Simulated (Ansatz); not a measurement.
The same group exchange along the group O, S, Te.

Computed with Ansatz on PBE0-D4/def2-TZVP structures; ΔE is electronic, products minus reactants. CBS: MP2 limit from def2 TZ/QZ plus the TZ coupled-cluster correction, frozen cores. DFT in def2-TZVPP. def2 core potentials past Kr. For Te outer-core shells are correlated without core-valence functions, which leaves a few kJ/mol of doubt a bond. One conformer a species, not always the lowest.

```
                                           reaction  CCSD(T)/CBS(def2) (kJ/mol)
        `OC[SiH2]F` + `C=NC` → `C=NCO` + `C[SiH2]F`                           ?
        `F[SiH2]CS` + `C=NC` → `C=NCS` + `C[SiH2]F`                         -11
`F[SiH2]C[TeH]` + `C=NC` → `C=NC[TeH]` + `C[SiH2]F`                          -3
```

(1) Fill in the missing values. (An estimate is asked.)

Largest T1 diagnostic: 0.012, for `C=NC[TeH]`.

Results:

(1) The calculation gave: `OC[SiH2]F` + `C=NC` → `C=NCO` + `C[SiH2]F`: -49.7 kJ/mol.
